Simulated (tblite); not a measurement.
Compound: C3H7BO2Si.
Atom-mapped SMILES: `[CH3:1][C:2]#[C:3][SiH2:4][B:5]([OH:6])[OH:7]` (hydrogens: H8, H9, H10 on C1; H11, H12 on Si4; H13 on O6; H14 on O7)

Computed with GFN2-xTB (tblite), gas phase: L-BFGS steps from a force-field or distance-geometry start until the largest atomic force falls under 0.01 eV/Å.

Step 5: E = -573.1380 eV
```
atom  x, y, z in Å  |  force x, y, z in eV/Å
C1      3.2904   -0.3333    0.8059   -0.052  -0.096  -0.433
C2      1.9609    0.0208    0.3696   -0.214   0.011  -0.103
C3      0.8537    0.2881   -0.0312    0.545  -0.056   0.139
Si4    -0.8634    0.7287   -0.4573    0.096   0.621  -0.930
B5     -2.2277    0.0276    0.6843   -0.832  -0.468   0.712
O6     -2.0095   -1.1061    1.4376    0.024  -0.387  -0.626
O7     -3.5346    0.4437    0.5392    0.122  -0.349  -1.392
H8      3.7124   -1.0726    0.1220    0.011   0.010   0.046
H9      3.9238    0.5417    0.8076    0.197   0.270  -0.014
H10     3.2595   -0.7444    1.7995   -0.029  -0.203   0.418
H11    -0.9957    2.1945   -0.7014    0.159  -0.213  -0.082
H12    -1.2143    0.0764   -1.7919    0.279   0.272   0.272
H13    -2.5002   -1.8429    1.0474   -0.100   0.358   0.854
H14    -3.6559    0.7774   -0.3733   -0.208   0.231   1.138
```

Step 6: E = -573.2634 eV
```
atom  x, y, z in Å  |  force x, y, z in eV/Å
C1      3.2912   -0.3390    0.8008    0.048  -0.057  -0.289
C2      1.9665    0.0203    0.3699   -0.273  -0.004  -0.155
C3      0.8673    0.2945   -0.0451    0.530  -0.058   0.226
Si4    -0.8513    0.7392   -0.4367   -0.096   0.661  -1.168
B5     -2.2416   -0.0076    0.6369   -0.737  -0.290   1.112
O6     -1.9855   -1.1062    1.4258   -0.150  -0.494  -0.817
O7     -3.5565    0.3809    0.5201    0.247  -0.077  -1.592
H8      3.7152   -1.0774    0.1179    0.022   0.021   0.074
H9      3.9157    0.5413    0.8136    0.278   0.285  -0.080
H10     3.2598   -0.7368    1.8005   -0.033  -0.280   0.385
H11    -0.9810    2.1978   -0.7274    0.146  -0.202   0.036
H12    -1.1925    0.1005   -1.7760    0.277   0.214   0.172
H13    -2.5325   -1.8374    1.1033   -0.020   0.333   0.898
H14    -3.6756    0.8294   -0.3457   -0.238  -0.052   1.197
```

**Question.** Estimate the geometry and energy of step 7. (The exact step hangs on the optimiser's Hessian estimate; all steps are aligned on step 6, rigid shifts and turns removed.)

**Answer.** E = -573.4482 eV, largest force 1.573 eV/Å
```
atom  x, y, z in Å  |  force x, y, z in eV/Å
C1      3.2951   -0.3473    0.7934    0.177   0.052   0.056
C2      1.9746    0.0182    0.3687   -0.207  -0.045  -0.171
C3      0.8880    0.3052   -0.0640    0.216   0.028   0.239
Si4    -0.8359    0.7639   -0.4251   -0.435   0.300  -0.860
B5     -2.2671   -0.0596    0.5851   -0.069   0.227   1.042
O6     -1.9527   -1.1159    1.3964   -0.523  -0.657  -0.929
O7     -3.5879    0.2887    0.4697    0.237   0.364  -1.512
H8      3.7206   -1.0853    0.1119    0.044   0.048   0.122
H9      3.9089    0.5451    0.8203    0.288   0.150  -0.156
H10     3.2597   -0.7303    1.8064   -0.012  -0.295   0.151
H11    -0.9569    2.2007   -0.7644    0.109  -0.002   0.146
H12    -1.1552    0.1397   -1.7507    0.225   0.062  -0.140
H13    -2.5821   -1.8277    1.2005    0.145   0.316   0.885
H14    -3.7100    0.9041   -0.2904   -0.196  -0.548   1.127
```

The energy changes by -0.1848 eV. The first-order estimate −F·Δx gives -0.2732 eV and the mean of the old and new forces, exact on a quadratic surface, -0.1803 eV. The step makes an angle of 68° with the force vector and moves no atom by more than 0.110 Å.

What follows is the cost of the whole relaxation. Hardware: one thread, Arm Neoverse N1 (aarch64), no GPU (shared host). Cost: 0.57 s wall.
